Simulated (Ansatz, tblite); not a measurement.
Cost and result up the ladder for (FAlNH)4 cubane (Al₄N₄F₄H₄) (16 atoms). Total charge 0; singlet. Geometry: PBE-D4/def2-SVP.

```xyz
16

Al   -1.605   -0.464   -0.035
F    -3.217   -0.929   -0.069
N    -0.973    1.361   -0.123
Al    0.264    0.994    1.317
F     0.530    1.993    2.639
N    -0.373   -0.829    1.410
Al    0.969   -1.356    0.123
F     1.942   -2.718    0.245
N    -0.265   -0.998   -1.322
Al    0.372    0.825   -1.405
F     0.745    1.654   -2.815
N     1.611    0.465    0.035
H    -1.567    2.193   -0.199
H    -0.602   -1.335    2.271
H    -0.427   -1.608   -2.129
H     2.596    0.750    0.056
```

Ansatz on 2 threads of AMD EPYC 7R13 on a shared host and a share (18 GiB) of an NVIDIA H100 80GB HBM3; xTB runs through tblite on one thread. Times are rough, summed over both states, and most runs start from the orbitals of an earlier one. ωB97M-V/def2-TZVP serves as the yardstick here, not as an exact answer. The other state is a doublet.

The xTB rows come from tblite. Single mean-field runs in def2-TZVP are fitted with def2-universal-jkfit. HOMO above LUMO, or a gap near zero within one spin, warns that the state may not be the lowest or that an electron is smeared out.

Raw xTB energies of ions are shifted by several eV.

```
                          level  functions  wall time  vertical IE (eV)  difference from ωB97M-V/def2-TZVP (eV)                                     remarks
                       GFN1-xTB         76    0.045 s             13.43                                    2.66                                           –
                       GFN2-xTB         72    0.046 s             14.38                                    3.61                                           –
               PBE-D4/def2-TZVP        420       12 s              9.88                                   -0.88  gap within one spin near zero (+1 doublet)
              PBE0-D4/def2-TZVP        420       14 s             10.46                                   -0.31                                           –
ωB97M-V/def2-TZVP (with forces)        420       28 s             10.77                                    0.00                                           –
```
